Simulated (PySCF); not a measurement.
C₃H₅N₂ (SMILES c1c[nH+]c[nH]1), charge +1, singlet, at a GFN2-xTB geometry; DF-B3LYP/cc-pVDZ (PySCF).

Here is a job for PySCF.
```python
from pyscf import gto, scf, dft

mol = gto.Mole()
mol.atom = '''
    C     0.079469   -1.164788    0.150225
    C    -1.064919   -0.482999   -0.135177
    N    -0.726419    0.833101   -0.227882
    C     0.576465    0.963916   -0.008803
    N     1.079457   -0.242781    0.222491
    H     0.239897   -2.213295    0.301442
    H    -2.065716   -0.839686   -0.273562
    H    -1.369872    1.588098   -0.431726
    H     1.127680    1.885611   -0.017220
    H     2.050660   -0.449742    0.421330
'''
mol.basis = 'cc-pvdz'
mol.charge = 1
mol.spin = 0
mol.verbose = 4
mol.build()

mf = dft.RKS(mol)
mf.xc = 'b3lyp'
mf = mf.density_fit(auxbasis='def2-universal-jkfit')
mf.kernel()
mf.analyze()
```

**Question.** What does PySCF print? Leave out banner, timings and long lists.

**Answer.** 
```
PySCF version 2.14.0

[INPUT] verbose = 4
[INPUT] num. atoms = 10
[INPUT] num. electrons = 36
[INPUT] charge = 1
[INPUT] spin (= nelec alpha-beta = 2S) = 0
[INPUT] symmetry False subgroup None
[INPUT] Mole.unit = angstrom
[INPUT] Symbol           X                Y                Z      unit          X                Y                Z       unit  Magmom
[...]
nuclear repulsion = 174.165686777701
number of shells = 40
number of NR pGTOs = 165
number of NR cGTOs = 95
basis = cc-pvdz
ecp = {}

******** <class 'pyscf.df.df_jk.DFRKS'> ********
method = DFRKS
initial guess = minao
damping factor = 0
level_shift factor = 0
DIIS = <class 'pyscf.scf.diis.CDIIS'>
diis_start_cycle = 1
diis_space = 8
diis_damp = 0
SCF conv_tol = 1e-09
SCF conv_tol_grad = None
SCF max_cycles = 50
direct_scf = False
XC library pyscf.dft.libxc version 7.1.2
    S. Lehtola, C. Steigemann, M. J. T. Oliveira, and M. A. L. Marques,  SoftwareX 7, 1–5 (2018)
XC functionals = b3lyp
    P. J. Stephens, F. J. Devlin, C. F. Chabalowski, and M. J. Frisch,  J. Phys. Chem. 98, 11623 (1994)
radial grids:
    Treutler-Ahlrichs [JCP 102, 346 (1995); DOI:10.1063/1.469408] (M4) radial grids

becke partition: Becke, JCP 88, 2547 (1988); DOI:10.1063/1.454033
pruning grids: <function nwchem_prune>
grids dens level: 3
symmetrized grids: False
atomic radii adjust function: <function treutler_atomic_radii_adjust>
small_rho_cutoff = 0
Set gradient conv threshold to 3.16228e-05
Initial guess from minao.
tot grids = 119200
******** <class 'pyscf.df.df.DF'> ********
auxbasis = def2-universal-jkfit
init E= -227.937143309007
[...]
cycle= 1 E= -226.591717660336  delta_E= 1.35  |g|= 0.224  |ddm|= 3.13
[...]
cycle= 2 E= -226.576797088935  delta_E= 0.0149  |g|= 0.333  |ddm|= 0.571
[...]
cycle= 3 E= -226.607028171985  delta_E= -0.0302  |g|= 0.0431  |ddm|= 0.327
[...]
cycle= 4 E= -226.607438509675  delta_E= -0.00041  |g|= 0.0162  |ddm|= 0.0411
[...]
cycle= 5 E= -226.607492691343  delta_E= -5.42e-05  |g|= 0.00521  |ddm|= 0.0132
[...]
cycle= 6 E= -226.60749788778  delta_E= -5.2e-06  |g|= 0.00113  |ddm|= 0.00368
[...]
cycle= 7 E= -226.607498170252  delta_E= -2.82e-07  |g|= 0.000249  |ddm|= 0.000937
[...]
cycle= 8 E= -226.6074981853  delta_E= -1.5e-08  |g|= 3.02e-05  |ddm|= 0.000189
[...]
cycle= 9 E= -226.607498185542  delta_E= -2.41e-10  |g|= 5.84e-06  |ddm|= 2.67e-05
[...]
Extra cycle  E= -226.607498185534  delta_E= 7.45e-12  |g|= 8.02e-06  |ddm|= 1.09e-05
converged SCF energy = -226.607498185534
**** SCF Summaries ****
Total Energy =                        -226.607498185534354
Nuclear Repulsion Energy =             174.165686777701040
One-electron Energy =                 -641.192920367756756
Two-electron Energy =                  240.419735404521361
Two-electron Coulomb Energy =          272.185749382108725
DFT Exchange-Correlation Energy =      -31.766013977587363
HOMO-LUMO gap [eV] =                     6.773034046099761
**** MO energy ****
[...]
 ** Mulliken pop on meta-lowdin orthogonal AOs  **
 ** Mulliken pop  **
 ** Mulliken atomic charges  **
charge of    0C =     -0.02466
charge of    1C =     -0.02467
charge of    2N =     -0.08662
charge of    3C =      0.10987
charge of    4N =     -0.08662
charge of    5H =      0.17243
charge of    6H =      0.17243
charge of    7H =      0.29393
charge of    8H =      0.17998
charge of    9H =      0.29393

WARN: System has nonzero charge 1; the dipole moment is origin-dependent.
Location of origin: [0. 0. 0.]

Dipole moment(X, Y, Z, Debye):  0.72811,  1.21747, -0.01114
```
